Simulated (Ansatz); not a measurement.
`[AlH2][AlH][SeH]` + `CC` → `C[CH2][AlH][SeH]` + `[AlH3]` at 500 K and 1 bar (formal exchange of groups at the Al–Al bond).

Program: Ansatz. Geometries: PBE0-D4/def2-TZVP. ΔE: electronic, gas phase. CCSD(T)/CBS is the MP2 limit (def2-TZVPP, def2-QZVPP) plus CCSD(T) − MP2 in def2-TZVPP, frozen cores. This one scheme is used for every species. For Se outer-core shells are correlated without core-valence functions, which leaves a few kJ/mol of doubt a bond. Scalar relativity is left out up to krypton. One conformer a species, not always the lowest.

| species | CCSD(T)/CBS energy (Eh) | H − E (kJ/mol) | S (J/(mol·K)) |
| --- | --- | --- | --- |
| `[AlH2][AlH][SeH]` | -2887.14851 | 117.3 | 410.6 |
| `CC` | -79.71954 | 220.5 | 259.9 |
| `C[CH2][AlH][SeH]` | -2723.08028 | 257.1 | 423.6 |
| `[AlH3]` | -243.78045 | 68.7 | 232.2 |

H − E and S are ideal-gas, rigid-rotor, harmonic terms from PBE0-D4/def2-TZVP, for one conformer and one mirror image of each species. 1 Eh = 2625.50 kJ/mol, R = 8.31446 J/(mol·K).

Problem. By hand: ΔE, ΔH, ΔS and ΔG.

Solution. ΔE = (-2723.08028) + (-243.78045) − (-2887.14851) − (-79.71954) = 0.00732 Eh = 19.2 kJ/mol. Δ(H − E) = 257.1 + 68.7 − 117.3 − 220.5 = -12.0, so ΔH = 7.2 kJ/mol. ΔS = 423.6 + 232.2 − 410.6 − 259.9 = -14.7 J/(mol·K). ΔG = 7.2 − 500 × (-14.7)/1000 = 14.6 kJ/mol.

Problem. By hand: the equilibrium constant, and the temperature at which ΔG would vanish if ΔH and ΔS stayed fixed.

Solution. log₁₀ K = −ΔG/(RT ln 10) = -1.5. ΔH and −TΔS have one sign here, so there is no such temperature.

TΔS isn't small against ΔH here. A doubt of 5 kJ/mol in ΔE shifts log₁₀ K by 0.5 here. Other conformers and mirror images would add mixing entropy, several J/(mol·K) or more a flexible species. These are equilibria of isolated gas molecules and say nothing of rates. Largest T1 diagnostic: 0.010 (customary marks: 0.02 for closed shells, 0.045 for open ones).
